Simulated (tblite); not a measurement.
Write a Z-matrix for `[c]1ccc(o1)C=O` [radical] as optimised with GFN2-xTB. (Doublet state.)

Z-matrix in Å and degrees, rows numbered from 1:
```
O 
C   1  1.2074
C   2  1.4415  1  123.71
C   3  1.3867  2  130.98  1     0.04
C   4  1.4084  3  107.09  2   179.99
C   5  1.3657  4  103.57  3     0.00
O   6  1.3049  5  114.32  4    -0.01
H   2  1.1045  1  122.37  3   179.98
H   4  1.0714  3  125.81  2    -0.01
H   5  1.0684  4  128.54  3  -180.00
```

C6 (carbon bonded to C and O) is bent (angle 114.3°). C4 (carbon bonded to 2 C and H) is planar (angles 127.1°, 125.8° and 107.1°, sum 360.0°, 0.00 Å off the plane of its three neighbours). The 7 heavy atoms lie in one plane (0.000 Å rms). The C–O distances run from 1.207 Å (O1=C2, drawn double) to 1.368 Å (C3–O7, aromatic), a spread of 0.161 Å.

Structure optimised with GFN2-xTB, isolated species. This method treats the open shell by occupation alone, without spin polarisation.

Point group: Cs (tolerance 0.08 Å). Its GFN2-xTB frequencies are all real (lowest 153 cm⁻¹). Torsions: O1–C2–C3–C4 0°.

One conformer stands for the species.

All values are computed, not measured.
